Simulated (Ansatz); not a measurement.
BrH2NZn, SMILES `[NH2][Zn][Br]`. The species carries charge 0 and has multiplicity 1. Correlated methods include outer-core shells of Br, Zn, which these sets cover unevenly. Scalar relativity is left out up to krypton.

Cartesian coordinates in Å:
```
N -0.3876 0.5738 -0.7250
Zn 0.3464 -0.6213 0.4282
Br 1.2664 -2.2023 1.7051
H -1.3537 0.8166 -0.5519
H 0.1286 1.4332 -0.8564
```

**Question.** Give the diagnostics of a CCSD(T)/def2-TZVPP run (frozen core, Ansatz 0.2.0). (An estimate is asked.)

**Answer.** Ansatz gave: T1 = 0.0125, largest single amplitude 0.029, largest double 0.026, (T) share of the correlation energy 2.7 %, 12 CCSD cycles. The RHF solution is stable towards an unrestricted one. T1 lies under the customary mark of 0.02 for closed shells.
